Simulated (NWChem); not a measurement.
Molecule: ScH2O2Cl; SMILES [Cl][Sc]([OH])[OH]

```xyz
6

Sc     0.0000     0.0174    -0.4208
Cl     0.0000     0.0179     1.9056
O      0.0000     1.5870    -1.3944
H      0.0000     2.5273    -1.6271
O      0.0000    -1.5954    -1.3442
H      0.0000    -2.0341    -2.2090
```
Atoms are numbered in this order, from 1.

All runs: NWChem. STO-3G and 3-21G are far too small for this property and stand as cheap habits. Coordinates come from a PBE-D3(BJ)/def2-SVP optimisation. Field at 589 nm.

**Question.** Predict the results for B3LYP/STO-3G. Quantities: isotropic polarisability (bohr³); anisotropy (bohr³).

**Answer.** 
* **isotropic polarisability (bohr³)**: 24.7
* **anisotropy (bohr³)**: 13.3
